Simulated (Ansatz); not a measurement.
C₆H₉FGeO₆, relaxed with RKS PBE0-D4/def2-TZVP in Ansatz from a PBE-D4/def2-SVP geometry. The force threshold is 0.005 eV/Å; the program also tests the step.

The species carries charge 0 and has multiplicity 1. The bonds changed during the relaxation, so this is another structure than the one it started from.

Start:

```xyz
23

C     3.884   -0.631   -1.231
C     2.550   -0.709   -0.563
O     1.743   -1.672   -0.730
O     2.157    0.246    0.223
Ge    0.439   -0.633    0.574
F     0.906   -1.669    1.904
O    -1.113   -1.653   -0.047
C    -1.274   -0.859   -1.057
C    -2.465   -0.979   -1.940
O    -0.386    0.043   -1.208
O    -0.230    0.755    1.575
C    -1.485    1.248    1.525
C    -1.651    2.388    2.507
O    -2.370    0.841    0.791
H     4.660   -0.379   -0.483
H     4.122   -1.581   -1.737
H     3.864    0.194   -1.972
H    -2.819   -2.024   -1.986
H    -3.252   -0.359   -1.461
H    -2.253   -0.575   -2.945
H    -1.403    2.044    3.531
H    -2.687    2.767    2.470
H    -0.937    3.199    2.259
```

```tsv
step	energy (eV)	largest force (eV/Å)	largest move (Å)
1	-77870.0700	1.335	0.000
2	-77870.2304	0.377	0.047
3	-77870.2516	0.273	0.030
4 (rejected)	-77870.2503	0.223	0.041
5	-77870.2545	0.160	0.020
6	-77870.2554	0.078	0.058
7	-77870.2563	0.026	0.026
8	-77870.2565	0.009	0.006
9	-77870.2566	0.009	0.006
10 (rejected)	-77870.2565	0.050	0.009
11	-77870.2566	0.006	0.005
13 (rejected)	-77870.2566	0.030	0.014
15	-77870.2567	0.010	0.011
17	-77870.2567	0.014	0.007
19	-77870.2567	0.014	0.011
21	-77870.2568	0.006	0.004
23	-77870.2568	0.007	0.007
25	-77870.2568	0.009	0.011
27	-77870.2568	0.010	0.006
29	-77870.2569	0.006	0.004
31	-77870.2569	0.006	0.005
33	-77870.2569	0.008	0.000
35	-77870.2569	0.004	0.008
37	-77870.2569	0.002	0.007
39	-77870.2569	0.004	0.002
```

End:

```xyz
23

C     3.849   -0.625   -1.200
C     2.508   -0.682   -0.574
O     1.710   -1.635   -0.723
O     2.096    0.276    0.173
Ge    0.427   -0.601    0.523
F     0.914   -1.600    1.845
O    -1.089   -1.626   -0.037
C    -1.275   -0.859   -1.044
C    -2.452   -1.010   -1.919
O    -0.401    0.036   -1.202
O    -0.236    0.755    1.514
C    -1.468    1.256    1.500
C    -1.612    2.374    2.490
O    -2.362    0.869    0.790
H     4.603   -0.573   -0.411
H     4.018   -1.497   -1.825
H     3.930    0.290   -1.789
H    -2.751   -2.054   -1.984
H    -3.257   -0.445   -1.439
H    -2.258   -0.586   -2.902
H    -1.379    2.006    3.492
H    -2.624    2.769    2.460
H    -0.891    3.161    2.260
```

Run time 86 s (11 threads of an AMD EPYC 7R13 on a shared host and a whole NVIDIA H100 80 GB); peak host memory 1.4 GiB.
